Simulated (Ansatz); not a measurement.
Frontier orbitals of C₄H₁₄GaN₃ (`C[N](C)[Ga]([NH2])[N](C)C`).

Z-matrix (Å, degrees):
```
C
N 1 1.436
H 1 1.102 2 112.1
H 1 1.092 2 111.2 3 120.7
H 1 1.101 2 111.5 3 -119.7
Ga 2 1.823 1 124.9 3 -119.8
C 2 1.438 1 113.1 3 63.5
N 6 1.826 2 118.1 1 -161.5
N 6 1.824 2 121.8 1 22.2
H 7 1.101 2 111.6 1 -59.1
H 7 1.102 2 112.0 1 60.7
H 7 1.092 2 110.9 1 -178.7
H 8 1.006 6 120.9 2 179.7
H 8 1.006 6 120.7 2 33.5
C 9 1.437 6 122.4 2 -162.7
C 9 1.437 6 124.5 2 20.9
H 15 1.093 9 111.0 6 4.1
H 15 1.101 9 112.0 6 -116.3
H 15 1.101 9 111.7 6 123.7
H 16 1.091 9 111.2 6 1.1
H 16 1.101 9 111.4 6 120.6
H 16 1.102 9 112.1 6 -119.6
```

Total charge 0; spin multiplicity 1. Correlated methods include outer-core shells of Ga, which these sets cover unevenly. Scalar relativity is left out up to krypton. The structure was optimised at the PBE0-D4/def2-TZVP level. It is one conformer, not always the lowest. Basis def2-TZVPP, the Gaussian-basis code of Ansatz.

```
functional  HOMO (eV)  LUMO (eV)  gap (eV)
       PBE      -4.44      -0.56      3.88
      PBE0      -5.70       0.33      6.03
     BHLYP      -6.93       1.08      8.01
   ωB97X-V      -8.05       2.26     10.31
   ωB97M-V      -7.99       1.92      9.91
        HF      -8.88       3.17     12.05
```

From PBE to PBE0 the HOMO moves by −1.27 eV and the LUMO by +0.89 eV, and with ωB97M-V by −3.55 and +2.49 eV, so the gap grows from 3.87 to 9.91 eV with exact exchange. A positive LUMO is unbound and depends on the basis.
